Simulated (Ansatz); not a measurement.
MO2(NH2)2 with several metals: LDA (SPW92)/def2-TZVP single points in Ansatz on relaxed structures, gas phase. Core potentials for Mo, W, no spin–orbit coupling. Binding counts from free atoms in the multiplicity of their measured ground term, without zero-point energy. Names give formal oxidation states. The structures are stationary points that may keep the symmetry of their start. Remarks come from the PBE and PBE0 runs and from stability tests at other levels; not every state was tested.

```csv
species,atoms,state,geometry,HOMO (eV),LUMO (eV),gap (eV),binding per atom (eV),point group (within 0.1 Å),remarks
CrO2(NH2)2 (CrN2O2H4),9,singlet,B3LYP-D4/def2-SVP,-6.22,-3.91,2.31,4.51,C2v,restricted SCF unstable in HF
WO2(NH2)2 (WN2O2H4),9,singlet,B3LYP-D4/def2-SVP,-6.62,-2.38,4.24,5.17,C2v,–
MoO2(NH2)2 (MoN2O2H4),9,singlet,PBE0-D4/def2-SVP,-6.51,-2.79,3.72,4.88,C2v,–
```

The gap (eV) runs from 2.31 (CrO2(NH2)2) to 4.24 (WO2(NH2)2).
